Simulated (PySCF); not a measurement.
Delta-SCF ions had no search for a lower state. Excitations are Tamm–Dancoff values on a coarser integration grid. The basis has no diffuse functions, so Rydberg states are missing or too high.

Z-matrix (Å, degrees):
```
C
O 1 1.2125
C 1 1.4931 2 122.03
C 3 1.3289 1 121.71 2 0.24
H 4 1.0819 3 121.89 1 179.98
H 4 1.0832 5 118.11 3 179.99
H 3 1.0846 4 120.95 5 0.02
C 1 1.5099 2 121.98 3 179.98
H 8 1.0870 1 110.23 2 0.01
H 8 1.0935 9 109.87 1 -121.39
H 8 1.0935 9 109.86 10 -117.22
```
Charge 0, spin multiplicity 1.

Question: What LUMO, HOMO, vertical ionisation energy (Delta-SCF), T1 excitation (TDA), S1–T1 gap (TDA), total energy, brightest of the four lowest singlets (TDA) and HOMO–LUMO gap does PBE-D3(BJ)/def2-TZVP // B3LYP-D3(BJ)/def2-TZVP (PySCF) give?

Answer: 
```yaml
LUMO: -2.68 eV
HOMO: -5.71 eV
vertical ionisation energy (Delta-SCF): 9.34 eV
T1 excitation (TDA): 2.78 eV
S1–T1 gap (TDA): 0.43 eV
total_energy: -231.0406 Ha
brightest of the four lowest singlets (TDA): 6.12 eV
HOMO–LUMO gap: 3.03 eV
```
